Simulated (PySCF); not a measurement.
Input of a run (PBE0-D3(BJ)/def2-SVP geometry optimisation, gas phase (PySCF 2.14.0)), started from GFN2-xTB:
```
{"job": {"xc": "PBE0", "basis": "def2-SVP", "d3": "d3bj", "grid": 1, "shake": 0.01, "kind": "geom"}, "charge": 0, "multiplicity": 1}
C      3.966350     0.343020     0.653280
C      2.975470    -0.283930    -0.333080
O      1.691980     0.302470    -0.201930
Si     0.411120    -0.024000    -1.035860
C     -1.027270     1.001550    -0.309890
C     -2.298380     0.152060    -0.393730
C     -3.370930     0.627410     0.565680
Si    -1.724940    -1.666600    -0.191110
O     -0.208880    -1.528000    -0.723210
H      3.582700     0.233920     1.675420
H      4.920120    -0.087410     0.565720
H      4.028160     1.434020     0.451240
H      3.300330    -0.127540    -1.370520
H      2.888070    -1.353300    -0.136380
H      0.567170     0.013570    -2.479660
H     -0.810530     1.237580     0.757140
H     -1.174470     1.979100    -0.793230
H     -2.692910     0.258950    -1.406180
H     -3.054100     0.526200     1.600620
H     -3.647560     1.682900     0.386170
H     -4.304930     0.042850     0.433010
H     -2.402130    -2.629210    -1.089630
H     -1.666790    -2.112070     1.179750
```

Output (energies in Eh, forces in Eh/bohr):
```
step   0  E = -927.43980767  max force = 0.070086
step   1  E = -927.45670563  max force = 0.010204
step   2  E = -927.45730691  max force = 0.003331
step   3  E = -927.45740779  max force = 0.000849
step   4  E = -927.45744765  max force = 0.000926
step   5  E = -927.45749396  max force = 0.001741
step   6  E = -927.45751617  max force = 0.001458
step   7  E = -927.45752770  max force = 0.000483
step   8  E = -927.45753108  max force = 0.000231
optimisation converged
```

Problem. Summarise the run.

Solution. The energy falls by 46.5 kJ/mol over 9 energy and gradient evaluations, the largest force component goes from 0.0701 to 2.3e-04 Eh/bohr, and the atoms move by 0.100 Å rms after alignment. The bond that changes most is O3–Si4 (silyl ether oxygen to oxygen-bound silicon), which lengthens by 0.091 Å. Bonds longer at the end by more than 0.005 Å: 13 of 23; shorter: 7. Among the angles that change most is O3–Si4–H15, from 115.9° to 108.9°. Among the dihedrals that turn most is H15–Si4–O9–Si8, from -111° to -122°. The energy never rose by more than 1e-6 Eh on the way. The first step brought 95 % of the lowering.

Problem. What are the final bond lengths?

Solution. C1–C2 1.510 Å, C2–O3 1.410 Å, O3–Si4 1.654 Å, Si4–C5 1.880 Å, C5–C6 1.545 Å, C6–C7 1.524 Å, C6–Si8 1.903 Å, Si8–O9 1.681 Å, Si4–O9 1.677 Å, C1–H10 1.100 Å, C1–H11 1.101 Å, C1–H12 1.100 Å, C2–H13 1.107 Å, C2–H14 1.106 Å, Si4–H15 1.492 Å, C5–H16 1.106 Å, C5–H17 1.103 Å, C6–H18 1.107 Å, C7–H19 1.102 Å, C7–H20 1.102 Å, C7–H21 1.102 Å, Si8–H22 1.492 Å, Si8–H23 1.496 Å. Numbering counts from 1 in the input's order; the species is `CCO[Si@@H]1C[C@H](C)[SiH2]O1`.

The run used 204 basis functions and 58 SCF cycles in all. The run took 3.2 min on one thread, Intel Xeon Platinum 8488C (x86_64), no GPU, shared host with 96 logical CPUs at a one-minute load of 8.2, and the process peaked at 0.89 GiB of memory.

PBE0-D3(BJ)/def2-SVP frequencies: not computed here. One conformer, not necessarily the lowest.
